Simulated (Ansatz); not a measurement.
A run for Ansatz (a quantum-chemistry and plane-wave program): R-BLYP/def2-TZVPP on C3H8O (SMILES CCOC), a point of a torsion scan.

Ansatz 0.2 input:
```yaml
crystal:
  periodic: [false, false, false]
  atoms:
    - {symbol: C, position_ang: [0.78693877, -2.30599467, -0.35163718]}
    - {symbol: C, position_ang: [0.57096645, -0.80337346, -0.20435624]}
    - {symbol: O, position_ang: [-0.61220449, -0.39970366, -0.87530610]}
    - {symbol: C, position_ang: [-1.58597758, 0.19512586, -0.06043310]}
    - {symbol: H, position_ang: [1.72225681, -2.59616275, 0.11958702]}
    - {symbol: H, position_ang: [-0.02987057, -2.85257806, 0.11374098]}
    - {symbol: H, position_ang: [0.82093052, -2.56824500, -1.40518940]}
    - {symbol: H, position_ang: [0.52245926, -0.53204680, 0.85617156]}
    - {symbol: H, position_ang: [1.41320165, -0.26411358, -0.65772273]}
    - {symbol: H, position_ang: [-1.21848398, 1.12190001, 0.39832965]}
    - {symbol: H, position_ang: [-1.92305732, -0.48294568, 0.73367128]}
    - {symbol: H, position_ang: [-2.42749153, 0.42842313, -0.71063586]}
basis:
  gaussian:
    orbitals: def2-TZVPP
hamiltonian:
  xc: {name: BLYP}
scf: {lower_state_search: off}
```

Task: Give the final energy of this run.

Result: -194.3296 hartree.
